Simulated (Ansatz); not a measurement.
Cost and result for the atomization energy of `O[B]([GeH3])CCl` (11 atoms, 10 bonds).

```xyz
11

O    -0.9785    1.4768   -0.6360
B    -0.1908    0.4183   -0.3454
Ge    0.1188   -0.1990    1.6204
C     0.4619   -0.3216   -1.5768
Cl   -0.4851   -1.8436   -1.7051
H    -1.4021    1.8780    0.1276
H     1.6013   -0.0411    2.0117
H    -0.2732   -1.6608    1.8796
H    -0.7003    0.6881    2.5856
H     1.5041   -0.6084   -1.4422
H     0.3441    0.2132   -2.5194
```

Total charge 0; spin multiplicity 1. Correlated methods include outer-core shells of Ge, which these sets cover unevenly. Scalar relativity is left out up to krypton. The geometry is a stationary point of PBE0-D4/def2-TZVP. It is one conformer, not always the lowest. Program: Ansatz. All runs use 4 threads of an Arm Neoverse V2 on a shared host. Times are those of one run each, without the atoms' runs, and a repeat can differ threefold. Electronic energies, without spin–orbit coupling; frozen cores. CCSD(T)/CBS adds CCSD(T) − MP2 in def2-TZVPP to the MP2 limit, and its time is that of the two runs behind it. T1 = 0.013. With those shells the extrapolation isn't a true limit. B3LYP takes the VWN-RPA correlation (the form of Gaussian; ORCA's B3LYP/G).

CCSD(T)/CBS is a level of theory with its own doubt, some kJ/mol a heavy atom from the limit and from the frozen cores, so smaller differences don't rank the functionals.

| level | functions | wall time | atomization (kJ/mol) | difference from CCSD(T)/CBS | per bond |
| --- | --- | --- | --- | --- | --- |
| PBE-D4/def2-TZVPP (with forces) | 267 | 2.7 s | 3822.2 | 56.8 | 5.7 |
| PBE0-D4/def2-TZVPP | 267 | 3.8 s | 3764.2 | -1.2 | -0.1 |
| r2SCAN-D4/def2-TZVPP (with forces) | 267 | 5.5 s | 3785.6 | 20.2 | 2.0 |
| B3LYP-D4/def2-TZVPP (with forces) | 267 | 6 s | 3748.1 | -17.3 | -1.7 |
| B2PLYP/def2-TZVPP | 267 | 6.5 s | 3713.5 | -51.9 | -5.2 |
| ωB97X-V/def2-TZVPP | 267 | 8.5 s | 3775.1 | 9.7 | 1.0 |
| ωB97M-V/def2-TZVPP (with forces) | 267 | 13 s | 3766.6 | 1.2 | 0.1 |
| MP2/def2-QZVPP | 510 | 29 s | 3782.8 | 17.4 | 1.7 |
| CCSD(T)/def2-TZVPP | 267 | 4.5 min | 3680.0 | -85.4 | -8.5 |
| CCSD(T)/CBS(def2) | – | 5 min | 3765.4 | 0.0 | 0.0 |

In def2-TZVPP, CCSD(T) changes the Hartree–Fock value by +922.9 kJ/mol (the triples alone add +56.5 kJ/mol) and MP2 by +976.2 kJ/mol; breaking electron pairs costs correlation energy, which Hartree–Fock lacks. The D4 term adds +39.2 kJ/mol with B3LYP and +20.7 kJ/mol with PBE0; it sums over pairs of atoms, weighted by their polarisabilities, and B3LYP, whose exchange is more repulsive, gets the larger term. From PBE to PBE0 (25 % exact exchange), in def2-TZVPP and without D4, the atomization energy moves by −54.5 kJ/mol: exact exchange takes away binding that semilocal exchange gives to molecules.
